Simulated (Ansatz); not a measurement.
Total energies of `CCC(F)CC(F)CC(F)CC(C)F` from Ansatz at PBE0-D4/def2-SVP, gas phase (1 Eh = 27.2114 eV = 2625.5 kJ/mol). The reference geometry is relaxed at r2SCAN-D4/def2-SVP.

```xyz
32

C     2.517   -3.228    2.381
C     2.019   -1.855    2.818
C     1.738   -0.911    1.663
F     1.461    0.354    2.198
C     0.560   -1.301    0.790
C     0.332   -0.311   -0.335
F     1.462   -0.334   -1.170
C    -0.893   -0.601   -1.177
C    -1.002    0.289   -2.408
F    -2.139   -0.100   -3.105
C    -1.068    1.787   -2.133
C    -2.006    2.214   -1.014
C    -2.211    3.711   -0.944
F    -3.246    1.603   -1.203
H     1.755   -3.784    1.813
H     2.788   -3.843    3.253
H     3.413   -3.143    1.744
H     2.772   -1.364    3.457
H     1.103   -1.944    3.428
H     2.639   -0.799    1.030
H    -0.349   -1.356    1.415
H     0.727   -2.300    0.353
H     0.287    0.707    0.093
H    -1.803   -0.478   -0.567
H    -0.871   -1.652   -1.516
H    -0.137    0.096   -3.067
H    -0.053    2.152   -1.899
H    -1.374    2.275   -3.074
H    -1.625    1.848   -0.040
H    -2.624    4.082   -1.895
H    -2.914    3.963   -0.136
H    -1.257    4.225   -0.751
```

```csv
state,geometry,energy (Eh)
charge 0 singlet,reference,-789.87101
charge 1 doublet,reference,-789.49358
charge 1 doublet,relaxed at r2SCAN-D4/def2-SVP,-789.50567
charge -1 doublet,reference,-789.77138
charge -1 doublet,relaxed at r2SCAN-D4/def2-SVP,-789.77951
free C atom (triplet),–,-37.76066
free F atom (doublet),–,-99.54906
free H atom (doublet),–,-0.50029
```

Work out the vertical ionisation energy to the doublet.

E(charge 1 doublet) − E(charge 0 singlet) = -789.49358 − (-789.87101) = 0.37743 Eh = 10.27 eV. For comparison, −ε of the highest occupied level is 8.61 eV at this level, 1.66 eV less.

Work out the vertical electron affinity, to the doublet.

E(charge 0 singlet) − E(charge -1 doublet) = -789.87101 − (-789.77138) = -0.09963 Eh = -2.71 eV; negative, so the extra electron isn't bound. The basis lacks diffuse functions, which makes affinities too small.

Give the fundamental gap IE − EA, the Mulliken electronegativity (IE + EA)/2 and the hardness (IE − EA)/2.

From the values in Eh: IE − EA = 0.37743 − (-0.09963) = 0.47706 Eh = 12.98 eV; (IE + EA)/2 = 3.78 eV; (IE − EA)/2 = 6.49 eV. The HOMO–LUMO gap of the same run is 10.12 eV, 2.86 eV smaller than the fundamental gap.

How much does the charge 1 doublet relax, and what is the adiabatic ionisation energy?

Relaxation: -789.49358 − (-789.50567) = 0.01209 Eh = 0.33 eV. Adiabatic ionisation energy: 0.36534 Eh = 9.94 eV, without zero-point energy. 

How much does the charge -1 doublet relax, and what is the adiabatic electron affinity?

Relaxation: -789.77138 − (-789.77951) = 0.00813 Eh = 0.22 eV. Adiabatic electron affinity: -0.09150 Eh = -2.49 eV, without zero-point energy. 

What is the binding energy per atom against free atoms?

Atoms: 10 × (-37.76066) + 4 × (-99.54906) + 18 × (-0.50029) = -784.80806 Eh. Binding: -784.80806 − (-789.87101) = 5.06295 Eh = 137.77 eV, or 4.31 eV for each of 32 atoms (no zero-point energy, no counterpoise term).

At PBE0-D4/def2-SVP the highest occupied level of the charge -1 doublet lies above zero (up to 3.91 eV). By energy differences it is unbound by 2.71 eV (vertical, to the charge 0 singlet, at PBE0-D4/def2-SVP) and held by the finite basis. At PBE0-D4/def2-SVP the highest occupied level of the relaxed charge -1 doublet lies above zero (up to 3.60 eV). By energy differences, losing it releases 2.49 eV (each at its own geometry, to the charge 0 singlet, at PBE0-D4/def2-SVP).
